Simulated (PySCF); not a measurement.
A PySCF script (with the pyscf-properties extension) for the NMR shieldings of SMILES C[SiH2][SiH2][C@@H](F)C=O, C3H9FOSi2, on a GFN2-xTB geometry:

```python
import basis_set_exchange as bse
import numpy as np
from pyscf import gto, dft
from pyscf.prop import nmr

atoms = """
C     2.779170    0.165165    0.597227
Si    0.911131   -0.095308    0.881709
Si   -0.127995    0.411458   -1.138289
C    -1.967469    0.838893   -0.617306
F    -2.784354    1.039096   -1.708821
C    -2.427054   -0.283306    0.199616
O    -1.851565   -0.660152    1.195891
H     3.008238    1.192048    0.327842
H     3.345884   -0.068005    1.493077
H     3.156430   -0.470695   -0.198608
H     0.740472   -1.490390    1.294770
H     0.510582    0.809212    1.966829
H     0.254840    1.596476   -1.920306
H    -0.300431   -0.655298   -2.134529
H    -1.952285    1.771996   -0.051258
H    -3.303193   -0.824764   -0.199254
"""
names = dict.fromkeys(["C", "Si", "F", "O", "H"], "pcSseg-1")
basis = {el: gto.basis.parse(bse.get_basis(n, elements=[el], fmt="nwchem")) for el, n in names.items()}
mol = gto.M(atom=atoms, basis=basis, charge=0, verbose=0)
mf = dft.RKS(mol, xc="PBE0")
mf.grids.level = 2
mf.grids.alignment = dft.numint.BLKSIZE   # the property module wants whole blocks of grid points
mf.conv_tol = 1e-9
mf.kernel()

calc = nmr.RKS(mf)   # GIAO
C = mf.mo_coeff
Co = C[:, mf.mo_occ > 0]
resp = mf.gen_response(singlet=True, hermi=2)
def vind(x):   # induced exchange potential for any number of trial vectors
    d = np.einsum("pi,xij,qj->xpq", C, 2 * x.reshape(-1, C.shape[1], Co.shape[1]), Co, optimize=True)
    return np.einsum("xpq,pi,qj->xij", resp(d - d.transpose(0, 2, 1)), C, Co, optimize=True).ravel()
mo1, _ = nmr.rhf.solve_mo1(calc, with_cphf=vind)
sigma = calc.kernel(mo1)
for i, s in enumerate(sigma):   # ppm
    print("%2d %-2s %9.2f" % (i, mol.atom_pure_symbol(i), np.trace(s) / 3))
```

Question: Give the expected output.

Answer: 
```
 0 C     193.57
 1 Si    429.08
 2 Si    406.02
 3 C      89.04
 4 F     424.06
 5 C     -29.22
 6 O    -308.43
 7 H      31.80
 8 H      31.41
 9 H      31.88
10 H      27.46
11 H      27.44
12 H      27.62
13 H      27.65
14 H      26.11
15 H      21.23
```

These numbers come from an equivalent density-fitted implementation of the same equations, which agrees with the script to about 0.01 ppm for H and up to a few tenths of a ppm for heavy atoms, so last digits may differ.

Size and cost of the density-fitted run: 178 basis functions, 49 s wall time on 1 thread of an Arm Neoverse N1, shared host; peak memory 0.81 GiB.
